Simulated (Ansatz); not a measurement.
Consider the formal loss of a carbene: `C[SiH2]OCO` → `[CH2]` (triplet) + `OCO[SiH3]`.

Isolated molecules relaxed with PBE0-D4/def2-TZVP in Ansatz; ΔE leaves out vibrations. CBS: MP2 limit from def2 TZ/QZ plus the TZ coupled-cluster correction, frozen cores. This one scheme is used for every species. Triplets are unrestricted, without spin–orbit coupling. One conformer a species, not always the lowest.

```tsv
species	HF/def2-TZVPP energy (Eh)
`C[SiH2]OCO`	-519.20956
`[CH2]` (triplet)	-38.93879
`OCO[SiH3]`	-480.14156
```

(1) Work out ΔE.

Largest T1 diagnostic among the species: 0.011.

Results:

(1) ΔE = (-38.93879) + (-480.14156) − (-519.20956) = 0.12921 Eh = +339.2 kJ/mol. CCSD(T)/CBS gives +492.8 kJ/mol.

The D4 term adds +10.7 kJ/mol with B3LYP and +5.7 kJ/mol with PBE0; it sums over pairs of atoms, weighted by their polarisabilities, and B3LYP, whose exchange is more repulsive, gets the larger term. From PBE to PBE0 (25 % exact exchange), in def2-TZVPP and without D4, ΔE moves by −7.4 kJ/mol. In def2-TZVPP, CCSD(T) changes the Hartree–Fock value by +141.2 kJ/mol (the triples alone add +11.6 kJ/mol) and MP2 by +155.5 kJ/mol.

B3LYP here is the variant with VWN-RPA as its local correlation; programs differ in this.
